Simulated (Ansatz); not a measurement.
H$_{2}$Ge, charge +1, doublet, at a GFN2-xTB geometry (a state made from the parent by changing its charge; the spin is typed, not shown lowest); HF/6-31G* run with Ansatz (a first-principles code).

Ansatz was given this input:
Ansatz 0.2 input:
```yaml
crystal:
  periodic: [false, false, false]
  atoms:
    - {symbol: Ge, position_ang: [0.00154695, 0.00039246, 0.05229261]}
    - {symbol: H, position_ang: [-0.07155721, -1.39870919, -0.82484686]}
    - {symbol: H, position_ang: [0.02205481, 1.38615059, -0.84851654]}
basis:
  gaussian:
    orbitals: 6-31G*
hamiltonian:
  xc: hf
total_charge: 1
magnetization: {spin_polarized: true, initial_magnetization: 1}
accuracy: high
```

What does Ansatz print? Leave out banner, timings and long lists.


```
Functional definition: HF
642 factors; integrals over basis functions are off by at most 3.7e-9 eV
mean field evaluation 1: about -56487.2613 eV, gradient 6.2e0 eV
mean field evaluation 2: about -56487.2749 eV, gradient 6.2e0 eV
mean field evaluation 4: about -56487.7354 eV, gradient 1.2e0 eV
mean field evaluation 8: about -56487.7505 eV, gradient 2.1e-4 eV
mean field -56487.75050488 eV, -2075.8865422818 hartree, gradient 3.3e-8 eV, S^2 0.762972; 0 other end points of the search recorded, 0 dependent functions left out
reference -56487.75050488 eV, -2075.8865422818 hartree; 17, 16 occupied and 22, 23 virtual orbitals, 642 factors
Total energy: -56487.75050488 eV, -2075.8865422818 hartree
```
